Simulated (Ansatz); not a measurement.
Ansatz results at the PBE0-D4/def2-TZVP geometry: HOMO energy (B3LYP/def2-TZVPP) -8.37 eV; LUMO energy (ωB97M-V/def2-TZVPP) 1.77 eV; HOMO–LUMO gap (PBE0/def2-TZVPP) 8.91 eV.

Each molecule was computed in one conformer, which needn't be the lowest.

Q: Which molecule gave them?
A. `O[SiH](O)O[Si](O)(F)F`
B. `N[Si@H](F)S[Si@@H](N)O`
C. `O[SiH2]N[SiH](F)F`
D. `C=C[Si@@H](Cl)C[Si@@H](Cl)C=C`

A: C. The others give `N[Si@H](F)S[Si@@H](N)O`: -7.37, 1.96, 8.00; `O[SiH](O)O[Si](O)(F)F`: -9.11, 1.56, 9.44; `C=C[Si@@H](Cl)C[Si@@H](Cl)C=C`: -7.98, 1.15, 7.30.

B3LYP here is the variant with VWN-RPA as its local correlation; programs differ in this.
